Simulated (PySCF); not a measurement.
C₂H₄BNO₂, SMILES N1COB(O)C=1.

Coordinates come from a B3LYP-D3(BJ)/def2-SVP optimisation. This is a generated structure with no PubChem entry under its InChIKey; it may be hypothetical. One conformer was computed; it need not be the lowest.

Two levels are set side by side: PBE/def2-TZVP (PySCF) and r2SCAN/def2-TZVP (PySCF). Same geometry, gas phase. Differences are taken from unrounded values.

| quantity | r2SCAN | PBE | PBE minus r2SCAN |
|---|---|---|---|
| orbital gap (eV) | 4.53 | 4.05 | -0.48 |
| highest occupied level (eV) | -6.58 | -6.25 | 0.33 |
| lowest empty level (eV) | -2.05 | -2.20 | -0.15 |
| dipole moment (D) | 1.59 | 1.60 | 0.01 |
| mean polarisability (bohr³) | 48.0 | 49.2 | 1.3 |

Rough cost on one machine, each run with all the roots and properties that it gave: r2SCAN against PBE about 4 times.
